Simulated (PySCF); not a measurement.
Predicted microwave data (PBE0/pcSseg-1 in PySCF (dipole) on a GFN2-xTB geometry, gas phase) for one isomer of C5H7F3OSi:

```
Rotational constants : A = 1476, B = 816.1, C = 720.0 MHz
Dipole components    : |μa| = 2.52 D, |μb| = 2.30 D, |μc| = 1.11 D
Inertial defect      : -259.77 u·Å²
κ                    : -0.75
```

Question: Which structure is it? (One computed conformer of each.)
A. `[CH3:1][O:2][Si@@H:3]1[CH2:4][C:5]([CH:6]([F:7])[F:8])=[C:9]1[F:10]` with C1–O2–Si3–C4 175°, C4–C5–C6–F7 -56°
B. `[O:1]=[CH:2]/[C:3]([SiH3:4])=[CH:5]\[C:6]([F:7])([F:8])[CH2:9][F:10]` with O1–C2–C3–Si4 -115°, C3–C5–C6–F7 41°, C5–C6–C9–F10 -45°
C. `[CH3:1][SiH2:2]/[C:3]([CH:4]=[O:5])=[CH:6]/[C:7]([F:8])([F:9])[F:10]` with C1–Si2–C3–C4 78°, Si2–C3–C4–O5 -21°
D. `[CH2:1]=[C:2]1[C@@H:3]([O:4][SiH2:5][F:6])[C@H:7]1[CH:8]([F:9])[F:10]` with C2–C3–O4–Si5 -21°, C3–O4–Si5–F6 63°, C3–C7–C8–F9 -92°
E. `[F:1][C:2]([F:3])([F:4])[O:5][C@H:6]1[CH:7]=[CH:8][CH2:9][SiH2:10]1` with C2–O5–C6–C7 163°

Answer: D. It is C=C1[C@@H](O[SiH2]F)[C@H]1C(F)F, an asymmetric top, point group C1. The candidates at the same level (rigid rotor, commonest isotopes):

```
                         SMILES  A (MHz)  B (MHz)  C (MHz)  μa (D)  μb (D)  μc (D)  Δ (u·Å²)  point group                        rotor
     FC(F)(F)O[C@H]1C=CC[SiH2]1     2463    708.3    625.1    3.48    0.04    0.58   -110.15           C1  near-prolate asymmetric top
      C[SiH2]/C(C=O)=C/C(F)(F)F     1951    620.3    557.1    0.84    2.16    0.53   -166.49           C1  near-prolate asymmetric top
        CO[Si@@H]1CC(C(F)F)=C1F     2161    577.0    527.2    3.85    0.34    0.48   -151.12           C1  near-prolate asymmetric top
C=C1[C@@H](O[SiH2]F)[C@H]1C(F)F     1476    816.1    720.0    2.52    2.30    1.11   -259.77           C1               asymmetric top
      O=C/C([SiH3])=C\C(F)(F)CF     1543    718.0    679.3    2.12    1.10    0.70   -287.31           C1  near-prolate asymmetric top
```

`O=C/C([SiH3])=C\C(F)(F)CF` has B 12 % too low; `C[SiH2]/C(C=O)=C/C(F)(F)F` has A 32 % too high; `CO[Si@@H]1CC(C(F)F)=C1F` has A 46 % too high; `FC(F)(F)O[C@H]1C=CC[SiH2]1` has A 67 % too high. No structure here is proved a minimum.
